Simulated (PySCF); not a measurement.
Geometry (Å), atoms numbered from 1 in this order:
```xyz
16

C     2.9852   -0.2589    0.2387
C     1.5290   -0.1301   -0.0378
C     0.4360   -0.2644    0.7599
C    -0.7134   -0.0242   -0.0497
Si   -2.5095   -0.0853    0.4751
O    -3.4691    0.6064   -0.6434
C    -0.2053    0.2348   -1.2888
O     1.1387    0.1758   -1.2979
H     3.3810   -1.1757   -0.1991
H     3.5257    0.5806   -0.1954
H     3.1548   -0.2800    1.3110
H     0.4288   -0.5033    1.8036
H    -3.0369   -1.4437    0.5078
H    -2.6351    0.6091    1.7618
H    -3.3291    1.5013   -0.9393
H    -0.6885    0.4666   -2.2179
```

[PySCF 2.14: GFN2-xTB geometry; σ from GIAO-PBE0/pcSseg-1; no relativistic terms; gas phase; equivalent nuclei averaged; a single conformation]

δ = σ(ref) − σ, references computed at the same level: $^{13}$C and $^{1}$H and $^{29}$Si vs TMS; H2O for $^{17}$O.

```csv
atoms,nucleus,count,Hirshfeld charge,δ (ppm)
C7,$^{13}$C,1,0.00,151.6
O8,$^{17}$O,1,-0.06,321.0
H12,$^{1}$H,1,0.05,?
C3,$^{13}$C,1,-0.10,115.4
C1,$^{13}$C,1,-0.12,16.1
Si5,$^{29}$Si,1,0.40,-29.5
C4,$^{13}$C,1,-0.15,122.5
O6,$^{17}$O,1,-0.31,?
H16,$^{1}$H,1,0.06,7.44
H9/H10/H11,$^{1}$H,3,0.05,?
C2,$^{13}$C,1,0.07,158.9
H15,$^{1}$H,1,0.18,?
H13/H14,$^{1}$H,2,-0.09,5.51
```

Q: Fill in the missing shifts.

A: 
- H12: 6.15 ppm, hydrogen on an aromatic CH; aromatic region
- H9/H10/H11: 2.44 ppm, hydrogen on a methyl carbon on an aromatic ring; benzylic-type position, deshielded by the ring
- H15: 1.03 ppm, hydrogen on an oxygen bonded to Si; exchangeable; this is the value without hydrogen bonding to other molecules
- O6: 12.4 ppm, oxygen bonded to Si, H

OH and NH positions are those of a molecule without intermolecular hydrogen bonds; in solution they move with solvent, concentration and temperature, and exchange usually removes their couplings. Shifts are as computed. Against solution values, carbons near 30 ppm lie about +3 ppm off and those near 130 ppm about +5 ppm. Of 1309 compounds with measured shifts, 239 miss one by over three times the rms of a fit or turn the order of signals round; such compounds aren't used in these exercises. Unscaled 17O shifts of doubly bonded oxygen tend to come out too high, by tens of ppm or more. Experimental scales use liquid or dissolved standards, which lie at an offset from isolated H2O (liquid H2O: subtract about 36 ppm).
